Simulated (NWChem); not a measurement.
Species: GeHOBr, singlet; SMILES [Br][Ge][OH]

```xyz
4

Ge     0.3353     1.0046     0.0000
Br     0.0180    -1.3225     0.0000
O     -1.3904     1.4557     0.0000
H     -1.5190     2.4135     0.0000
```
Atoms are numbered in this order, from 1.

Computed with NWChem. Pople sets run with spherical d functions. Low-valent species are run as closed-shell singlets; no triplet was tried in these runs. Structure relaxed at the PBE0/def2-SVP level. Vzz is the largest principal value of the second derivative of the potential at the nucleus (NWChem prints the opposite sign); η is the asymmetry. Non-relativistic.

```
level                 Vzz Ge1 (a.u.)  η Ge1  Vzz Br2 (a.u.)  η Br2  Vzz O3 (a.u.)  η O3
--------------------  --------------  -----  --------------  -----  -------------  ----
Hartree-Fock/6-31G*            2.627   0.83           2.949   0.46          1.347  0.30
Hartree-Fock/cc-pVTZ               …      …               …   0.49          1.350     …
PBE0/def2-TZVP                 2.772   0.78           3.096   0.55          1.235  0.15
PBE0/def2-SVP                  2.292   0.80           3.147   0.55          1.268  0.14
```

Question: Fill in the missing entries.

Answer: 
- Hartree-Fock/cc-pVTZ, Vzz Ge1 (a.u.): 3.004
- Hartree-Fock/cc-pVTZ, η Ge1: 0.91
- Hartree-Fock/cc-pVTZ, Vzz Br2 (a.u.): 2.976
- Hartree-Fock/cc-pVTZ, η O3: 0.24
